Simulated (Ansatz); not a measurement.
Mulliken charges of `[SiH3][O][Al]([Cl])[Cl]` from r2SCAN/def2-TZVPP in Ansatz (PBE0-D4/def2-TZVP geometry).

```json
{"atom": "Si1", "x (Å)": "0.041", "y (Å)": "-0.862", "z (Å)": "1.239", "charge (e)": "0.391"}
{"atom": "O2", "x (Å)": "0.013", "y (Å)": "0.058", "z (Å)": "-0.106", "charge (e)": "-0.333"}
{"atom": "Al3", "x (Å)": "-0.023", "y (Å)": "0.998", "z (Å)": "-1.472", "charge (e)": "0.619"}
{"atom": "Cl4", "x (Å)": "-0.793", "y (Å)": "0.242", "z (Å)": "-3.242", "charge (e)": "-0.224"}
{"atom": "Cl5", "x (Å)": "0.703", "y (Å)": "2.939", "z (Å)": "-1.427", "charge (e)": "-0.224"}
{"atom": "H6", "x (Å)": "-0.074", "y (Å)": "0.003", "z (Å)": "2.441", "charge (e)": "-0.075"}
{"atom": "H7", "x (Å)": "1.319", "y (Å)": "-1.615", "z (Å)": "1.296", "charge (e)": "-0.078"}
{"atom": "H8", "x (Å)": "-1.094", "y (Å)": "-1.819", "z (Å)": "1.216", "charge (e)": "-0.075"}
```

Q: By hand: the dipole of these point charges (1 e Å = 4.8032 D).

A: Σ q r = (0.002, -0.189, 0.279) e Å, of length 0.337 e Å = 1.62 D.

Q: How does the dipole of the full density compare? (An estimate is asked.)

A: The calculation gave: (0.003, -0.103, 0.151) e Å, 0.88 D; the point charges give 1.84 times that, at 1° from its direction.

Point charges leave out the atoms' own dipoles, such as those of lone pairs, and Mulliken's split depends on the basis, so the two needn't agree.
